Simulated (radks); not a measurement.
Question: Coherent X-ray form factor from a spherical all-electron density. All-electron calculation, scalar-relativistic Kohn-Sham, PBE, spin-polarised, spherical densities, point nucleus. Program: a radial shooting solver on a logarithmic mesh with Libxc functionals.

sin(theta)/lambda (1/angstrom)  f0 (electrons)
0.05                                    41.978
0.1                                     39.537
0.15                                    36.687
0.2                                     33.933
0.25                                    31.402
0.3                                     29.110
0.4                                     25.254
0.5                                     22.298
0.6                                     20.012
0.8                                     16.459
1                                       13.456
1.25                                    10.352
1.5                                      8.162
2                                        5.944

The species is in the configuration that NIST lists as its ground one. Which atom or ion scatters so?

Answer: Neutral technetium, [Kr] 4d5 5s2. Extrapolating in s^2 from the first two rows gives f0(0) = 42.8, near the electron count 43; among species with that count, the fall with angle is slower the higher Z, and the table is that of Z = 43; from so few rows the species is fixed only to a neighbour or two.
